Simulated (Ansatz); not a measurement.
Consider the cleavage of the Al–Si bond: `CB[SiH2][AlH2]` + `C[SeH]` → `C[Se][AlH2]` + `CB[SiH3]`.

Program: Ansatz. Geometries: PBE0-D4/def2-TZVP. ΔE: electronic, gas phase. CCSD(T)/CBS adds triple-zeta CCSD(T) − MP2 to the extrapolated MP2 energy (def2 sets, frozen cores). DFT in def2-TZVPP. B3LYP here is the variant with VWN-RPA as its local correlation; programs differ in this. HSE06 is defined as in plane-wave codes. For Se outer-core shells are correlated without core-valence functions, which leaves a few kJ/mol of doubt a bond. Scalar relativity is left out up to krypton. One conformer a species, not always the lowest.

`CB[SiH2][AlH2]`:

```xyz
12

C    -1.928    0.279    0.522
B    -0.445    0.374    0.981
Si    1.058    0.834   -0.243
Al    1.736   -1.386   -1.065
H    -2.459   -0.574    0.954
H    -2.103    0.319   -0.554
H    -2.415    1.166    0.959
H    -0.179    0.100    2.121
H     0.637    1.640   -1.429
H     2.224    1.494    0.411
H     2.984   -2.152   -0.448
H     0.890   -2.095   -2.209
```

`C[SeH]`:

```xyz
6

C     0.346   -0.328   -0.267
Se   -1.122    0.077    0.949
H     0.112    0.009   -1.274
H     0.447   -1.412   -0.264
H     1.271    0.121    0.088
H    -1.053    1.533    0.768
```

`C[Se][AlH2]`:

Cartesian coordinates in Å:
```
C 0.572 1.290 -0.315
Se 1.109 -0.216 0.826
Al -0.664 -1.626 0.434
H 1.355 1.453 -1.053
H 0.464 2.171 0.314
H -0.370 1.073 -0.815
H -1.791 -1.119 -0.559
H -0.675 -3.026 1.169
```

`CB[SiH3]`:

Cartesian coordinates in Å:
```
C 0.943 -1.101 0.628
B 0.519 -0.081 -0.460
Si -1.164 1.031 -0.384
H 1.614 -0.504 1.274
H 1.555 -1.930 0.266
H 0.148 -1.469 1.278
H 1.250 0.098 -1.396
H -0.883 2.473 -0.635
H -1.908 0.919 0.903
H -2.074 0.563 -1.473
```

```tsv
level	ΔE (kJ/mol)	difference from CCSD(T)/CBS
LDA (SPW92)	-92.2	16.3
PBE-D4	-91.5	17.0
PBE0-D4	-97.2	11.3
B3LYP-D4	-104.7	3.8
r2SCANh-D4	-103.6	4.9
r2SCAN0-D4	-105.5	3.0
PBE	-91.7	16.8
revPBE	-90.8	17.7
BLYP	-100.5	8.0
r2SCANh	-103.9	4.6
r2SCAN0	-105.9	2.6
HSE06	-97.6	10.9
RPA@PBE/def2-TZVPP	-101.6	6.9
SCS-MP2/def2-QZVPP	-116.0	-7.5
HF/CBS(def2)	-120.7	-12.2
MP2/CBS(def2)	-118.1	-9.6
CCSD(T)/CBS	-108.5	0
```

Question: What do rigid-rotor, harmonic-oscillator terms from PBE0-D4/def2-TZVP frequencies (298.15 K, 1 bar) make of the CCSD(T)/CBS value? (Estimate.)

Answer: Ansatz gave: ΔZPE = +2.5 kJ/mol, ΔH = -107.2 kJ/mol, ΔS = -8 J/(mol·K), ΔG = -104.8 kJ/mol. Modes under 50 cm⁻¹ make the entropy rough.

Largest T1 diagnostic among the species: 0.014.

Leaving LDA and LC-ωPBE aside and taking each functional with its dispersion term where it has one, the values, not all of them listed here, spread over 20.6 kJ/mol, from BHLYP-D4 to revPBE-D4. From PBE to PBE0 (25 % exact exchange), in def2-TZVPP and without D4, ΔE moves by −5.9 kJ/mol. At CCSD(T), def2-SVP lies +4.9 kJ/mol from the extrapolated value and def2-TZVPP +3.7 kJ/mol.
